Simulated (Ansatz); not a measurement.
ZrO2⁻. Total charge -1; doublet. Geometry PBE-D4/def2-TZVPD; atoms count from 1.

Cartesian coordinates in Å:
```
Zr -0.020 -1.133 -0.467
O 0.091 0.285 0.911
O -0.071 0.847 -0.444
```

In the def2 sets Zr takes a core potential; there is no spin–orbit coupling. The structure holds 1 bond(s) between oxygen atoms. The charge -1 doublet is spin-contaminated (final ⟨S²⟩ up to 0.89, 0.75 for a pure state). The highest occupied level of the charge -1 doublet lies above zero (up to 0.20 eV). It is a level of β spin, whose loss leaves a triplet; that state wasn't run at this geometry and level. The electron is either unbound and held by the finite basis, or the level is raised by self-interaction error. No other spin state of charge -1 was run. Another isomer (doublet) lies 4.62 eV lower at PBE0-D4/def2-TZVPD; other spin states weren't run for this one.

Problem. Estimate the Mulliken populations from the PBE0/def2-TZVPD orbitals of Ansatz.

Solution. 
```tsv
atom	charge (e)	spin (α − β)	d electrons
Zr1	-0.25	1.02	2.08
O2	-0.37	-0.01	–
O3	-0.37	-0.01	–
```
Mulliken values and Mayer orders depend strongly on the basis. With diffuse functions, as here, like atoms can get unlike values, and bond orders can come out too low or too high.

Problem. Where does the spin sit?

Solution. Summed by element: Zr 1.02, O -0.02, of 1 unpaired in all. Largest on single atoms: Zr1 1.02, O3 -0.01, O2 -0.01.

Problem. And the Mayer bond orders between bonded heavy atoms (over 0.3)?

Solution. Zr1–O2 0.66 (1.98 Å); Zr1–O3 0.66 (1.98 Å); O2–O3 0.69 (1.48 Å).
